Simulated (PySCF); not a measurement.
Job file and geometry (Å, from GFN2-xTB) of an NMR shielding run on `InChI=1S/C5H8BFO/c1-8-5-2-3(5)4(2)6-7/h2-6H,1H3/t2-,3+,4+,5+`, GIAO PBE0/pcSseg-1 NMR shielding, non-relativistic, gas phase in PySCF 2.14.0, density-fitted response routines; density fitting, a coarse starting grid and PySCF grid level 2 are the driver's defaults:

```
$ OMP_NUM_THREADS=1 python probes_run.py task.json out

{"job": {"kind": "nmr", "xc": "PBE0", "basis": "pcSseg-1"}, "charge": 0, "multiplicity": 1}
C     -2.520978     0.234829    -0.654402
O     -1.449731     0.819780     0.049079
C     -0.634260    -0.119831     0.670226
C      0.414054    -0.883360    -0.092397
C      1.168048     0.331389    -0.606129
B      2.648361     0.172508    -1.054822
F      3.085686     0.874579    -2.080694
C      0.815616     0.164870     0.862024
H     -3.107042     1.055086    -1.063027
H     -2.159763    -0.403021    -1.469035
H     -3.149946    -0.366023     0.013377
H     -1.154364    -0.664627     1.463467
H      0.619630    -1.926583    -0.198988
H      0.561852     1.056687    -1.143025
H      3.425782    -0.546226    -0.543906
H      1.429456     0.208886     1.734699
```

Problem. Write the output of this run.

Solution. 
```
coarse grid: 13648 points
cycle   1  E = -394.5925498017  dE =  1.315e+00  |g| = 6.637e-01  |ddm| = 3.557e+00
cycle   2  E = -394.5117216698  dE =  8.083e-02  |g| = 9.796e-01  |ddm| = 1.404e+00
cycle   3  E = -394.6726695877  dE = -1.609e-01  |g| = 7.774e-02  |ddm| = 9.102e-01
cycle   4  E = -394.6735627671  dE = -8.932e-04  |g| = 4.172e-02  |ddm| = 9.538e-02
cycle   5  E = -394.6739646078  dE = -4.018e-04  |g| = 6.417e-03  |ddm| = 4.254e-02
cycle   6  E = -394.6739727066  dE = -8.099e-06  |g| = 2.308e-03  |ddm| = 7.452e-03
final grid: 133040 points
cycle   7  E = -394.7353933784  dE = -4.722e-05  |g| = 1.184e-02  |ddm| = 3.293e-02
cycle   8  E = -394.7353631989  dE =  3.018e-05  |g| = 1.751e-02  |ddm| = 2.216e-02
cycle   9  E = -394.7354198624  dE = -5.666e-05  |g| = 1.287e-03  |ddm| = 1.388e-02
cycle  10  E = -394.7354202261  dE = -3.637e-07  |g| = 1.992e-04  |ddm| = 1.434e-03
cycle  11  E = -394.7354202337  dE = -7.618e-09  |g| = 7.519e-05  |ddm| = 2.275e-04
cycle  12  E = -394.7354202348  dE = -1.131e-09  |g| = 2.378e-05  |ddm| = 6.892e-05
cycle  13  E = -394.7354202349  dE = -9.925e-11  |g| = 5.759e-06  |ddm| = 1.962e-05
converged SCF energy = -394.7354202349

GIAO shielding tensors (ppm)
atom      isotropic    diamagn.    paramagn.     s11        s22        s33       span
  0 C      128.527     243.876    -115.350     99.200    102.937    183.443     84.243
  1 O      314.718     396.045     -81.326    276.229    305.028    362.898     86.668
  2 C      104.483     248.151    -143.669     79.962     86.849    146.637     66.674
  3 C      169.733     250.835     -81.101    128.034    188.480    192.687     64.653
  4 C      156.723     256.273     -99.550    105.582    170.567    194.020     88.438
  5 B       47.758     190.104    -142.346     -8.174     66.066     85.383     93.557
  6 F      179.852     463.403    -283.551    -14.682     66.285    487.953    502.635
  7 C      168.681     252.204     -83.524    131.809    182.953    191.279     59.470
  8 H       28.045      27.966       0.079     23.916     25.222     34.996     11.080
  9 H       28.575      29.717      -1.142     24.272     27.090     34.363     10.090
 10 H       28.558      28.267       0.291     24.734     25.766     35.174     10.440
 11 H       27.641      31.434      -3.793     22.036     27.490     33.398     11.362
 12 H       29.301      32.769      -3.468     23.575     26.256     38.073     14.497
 13 H       30.133      32.595      -2.463     21.604     31.871     36.923     15.319
 14 H       26.813      28.596      -1.783     24.220     24.894     31.326      7.106
 15 H       29.175      32.597      -3.422     23.268     26.071     38.186     14.917
```

Size and cost of the density-fitted run: 176 basis functions, 110 s wall time (81 s CPU) on 1 thread of an Intel Xeon, shared host; peak memory 0.79 GiB.
